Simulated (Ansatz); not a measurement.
Reaction (formal exchange of groups at a Zn–Si bond): `[CH3][Zn][SiH2]N` + `N=COCN` → `[CH3][Zn][O]C=N` + `NC[SiH2]N`

Program: Ansatz. Geometries: PBE0-D4/def2-TZVP. ΔE: electronic, gas phase. CBS: MP2 limit from def2 TZ/QZ plus the TZ coupled-cluster correction, frozen cores. Functionals use def2-TZVPP. B3LYP here is the variant with VWN-RPA as its local correlation; programs differ in this. For Zn outer-core shells are correlated without core-valence functions, which leaves a few kJ/mol of doubt a bond. Scalar relativity is left out up to krypton. One conformer a species, not always the lowest.

`[CH3][Zn][SiH2]N`:

```xyz
11

C    -2.493    1.149    0.451
Zn   -0.721    0.513   -0.070
Si    1.438   -0.268   -0.721
N     1.904   -1.633    0.249
H    -3.266    0.737   -0.204
H    -2.551    2.239    0.395
H    -2.731    0.852    1.476
H     1.433   -0.744   -2.137
H     2.441    0.851   -0.718
H     1.779   -1.586    1.247
H     2.766   -2.110    0.032
```

`N=COCN`:

```xyz
11

N     0.605   -1.875    1.189
C    -0.466   -1.208    1.189
O    -0.818   -0.116    0.498
C     0.151    0.427   -0.412
N    -0.399    1.562   -1.043
H     1.309   -1.511    0.552
H    -1.291   -1.508    1.835
H     0.406   -0.357   -1.135
H     1.049    0.676    0.164
H    -0.578    1.471   -2.026
H     0.030    2.440   -0.811
```

`[CH3][Zn][O]C=N`:

```xyz
10

C     2.036   -1.026   -0.382
Zn    0.582    0.016    0.305
O    -0.702    1.047    1.058
C    -1.942    1.168    0.615
N    -2.520    0.632   -0.377
H     2.130   -1.961    0.173
H     1.867   -1.262   -1.434
H     2.974   -0.475   -0.296
H    -2.531    1.850    1.236
H    -1.895    0.011   -0.898
```

`NC[SiH2]N`:

Z-matrix (Å, degrees):
```
C
Si 1 1.879
N 1 1.465 2 108.4
H 1 1.101 2 111.2 3 -127.1
H 1 1.095 2 106.9 3 116.8
N 2 1.717 1 106.2 3 -58.5
H 2 1.500 1 107.4 3 65.2
H 2 1.489 1 112.0 3 -177.9
H 3 1.012 1 111.3 2 174.2
H 3 1.013 1 110.5 2 -67.3
H 6 1.007 2 121.3 1 -179.0
H 6 1.010 2 115.6 1 41.2
```

Question: Is it downhill or uphill in electronic energy at CCSD(T)/CBS, and by how much? (Best estimate.)

Answer: The calculation gave: Downhill: ΔE = -112.5 kJ/mol.

Question: What do these levels give: r2SCAN-D4, B3LYP-D4, ωB97X-V, ωB97M-V, B2PLYP, PBE, PBE0, SCS-MP2/def2-TZVPP, CCSD(T)/def2-TZVPP, HF/def2-QZVPP, HF/CBS(def2), MP2/CBS(def2)? (Best estimate.)

Answer: Computed: r2SCAN-D4 -104.2, B3LYP-D4 -103.4, ωB97X-V -103.1, ωB97M-V -103.5, B2PLYP -108.6, PBE -88.8, PBE0 -92.9, SCS-MP2/def2-TZVPP -118.0, CCSD(T)/def2-TZVPP -111.4, HF/def2-QZVPP -115.4, HF/CBS(def2) -115.9, MP2/CBS(def2) -120.5 kJ/mol.

Largest T1 diagnostic among the species: 0.016.

The D4 term adds −3.9 kJ/mol with B3LYP and −2.0 kJ/mol with PBE0; it sums over pairs of atoms, weighted by their polarisabilities, and B3LYP, whose exchange is more repulsive, gets the larger term. From PBE to PBE0 (25 % exact exchange), in def2-TZVPP and without D4, ΔE moves by −4.1 kJ/mol.
